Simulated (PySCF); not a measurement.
MgTl: frontier orbitals

PBE0 at R = 3.048 Å; PySCF, scalar-relativistic core potentials, basis sets Mg aug-cc-pVDZ, Tl aug-cc-pVDZ-PP with ECP60. State: ²Π (doublet), unpaired electrons π ↑. Only the outer orbitals are listed, counted within each symmetry, core potentials removing the inner ones.

```
spin  orbital  occ.  ε (eV)  on Mg (%)            main shells (%)
   α       6σ     1  -17.60          0                   100 Tl d
   α       3π     1  -17.58          0                   100 Tl d
   α       1δ     1  -17.44          0                   100 Tl d
   α       3π     1  -17.38          0                   100 Tl d
   α       1δ     1  -17.36          0                   100 Tl d
   α       7σ     1  -10.83          7                    93 Tl s
   α       8σ     1   -5.74         79           79 Mg s, 16 Tl p
   α       4π     1   -3.58         19           80 Tl p, 17 Mg p
   α       4π     0   -2.12         26           74 Tl p, 24 Mg p
   α       9σ     0   -2.03         54  46 Tl p, 35 Mg p, 19 Mg s
   α       5π     0   -0.65         85           84 Mg p, 12 Tl p
   β       6σ     1  -17.58          0                   100 Tl d
   β       3π     1  -17.56          0                   100 Tl d
   β       1δ     1  -17.34          0                   100 Tl d
   β       3π     1  -17.27          0                   100 Tl d
   β       1δ     1  -17.24          0                   100 Tl d
   β       7σ     1  -10.24          9                    91 Tl s
   β       8σ     1   -5.59         85           85 Mg s, 11 Tl p
   β       9σ     0   -1.90         50  49 Tl p, 39 Mg p, 11 Mg s
   β       4π     0   -1.90         33           67 Tl p, 32 Mg p
   β       4π     0   -1.48         43           57 Tl p, 42 Mg p
```

**Question.** Which are the highest filled and the lowest empty level, where do they sit, and how wide is the gap?

**Answer.** Highest filled α 4π at -3.58 eV (in %: 80 Tl p, 17 Mg p); lowest empty α 4π at -2.12 eV (in %: 74 Tl p, 24 Mg p); the gap at PBE0 is 1.46 eV. Both belong to one degenerate shell, split only by its one-sided filling, so this is no excitation gap.

```json
{"bond order (Mayer)": "0.81", "⟨S²⟩": "0.762", "charge on Mg (Mulliken, basis-dependent)": "0.01", "charge on Mg (Löwdin, basis-dependent)": "0.18", "dipole moment (positive dipole means Mg(−)Tl(+))": "-0.66 D", "polarisability along the bond": "220.6 bohr³", "polarisability across the bond": "148.3 bohr³"}
```

Spin–orbit coupling is left out, which matters for elements this heavy, above all for dissociation energies. The state is the lowest determinant that a PBE0 search found; another state may lie lower at other levels.
